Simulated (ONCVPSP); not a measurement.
What one change does to a pseudopotential (H, ONCV)

- Element: hydrogen
- Generator: ONCVPSP 4.0.1
- Type: optimised norm-conserving Vanderbilt (ONCV)
- Functional: PBE
- Relativity: scalar-relativistic
- Frozen core: none
- Valence charge: 1
- Reference configuration: 1s1
- Partial waves: 1s: rc 1.35 bohr, ncon 4, nbas 7, qcut 6 1/bohr, 2 projectors, debl 1.3 Ha; p scattering state at 0.46 Ha: rc 1.25 bohr, ncon 3, nbas 6, qcut 7.3 1/bohr, 2 projectors, debl 2.2 Ha
- Local potential: polynomial inside 1.15 bohr (lpopt 5, dvloc0 0 Ha)
- Core correction: none

Change: s: rc 1.68.

Cutoffs: the cutoffs (Ha) at which the residual kinetic energy of the hardest occupied pseudo-wave falls to 1 and 0.1 mHa per electron; they do not see the model core or the augmentation charge, which bear on the density cutoff. Errors are all-electron minus pseudo energies relative to the spin-unpolarised reference configuration.

Predict the effect on cutoff, ghosts and configuration errors.

The potential gets softer (13 Ha and 17 Ha → 10 Ha and 14 Ha); neither file shows a bound ghost. A larger radius leaves more room for a smooth pseudo-wave, so fewer plane waves are needed.

```csv
quantity,base,changed
"cutoff, loose",13 Ha,10 Ha
"cutoff, tight",17 Ha,14 Ha
bound ghosts,none,none
GHOST(+) flags under 300 eV,none,none
"error for 1s0.5, meV [ΔE 4.76 eV]",+3.2,+6.3
p: phases at 1.27 bohr within 0.05 rad from the reference energy up to (Ha; the scan ends near 5),to the end of the scan,to the end of the scan
```
